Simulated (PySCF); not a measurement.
Input for PySCF: R-B3LYP/6-311+G** on C2H3NO2 (a complex), monomers drawn apart or pushed together.

```python
from pyscf import gto, scf, dft, mp
from pyscf.data.elements import chemcore

mol = gto.M(
    atom='''
    C     0.29125762    0.19456602   -0.14672380
    N    -0.25247303   -0.29445536    0.73202798
    H     0.80142222    0.65319044   -0.96423133
    O     0.94758472    0.64080227    4.09420443
    C     0.10495931   -0.09082073    4.53874454
    O    -0.76175505   -0.81183900    3.82707439
    H    -0.06004428   -0.26130820    5.61210006
    H    -0.60799623   -0.65438924    2.86953664
    ''',
    basis='6-311+g**',
    charge=0, spin=0, verbose=3, max_memory=1800)
mf = dft.RKS(mol, xc='b3lyp')
mf.conv_tol = 1e-8
mf.max_cycle = 100
mf.kernel()
if not mf.converged:
    mf = mf.newton().run(mf.mo_coeff, mf.mo_occ)
```

The log:

```
converged SCF energy = -283.290070755451
```

The run converged.

Cost: very roughly 8 core-seconds.
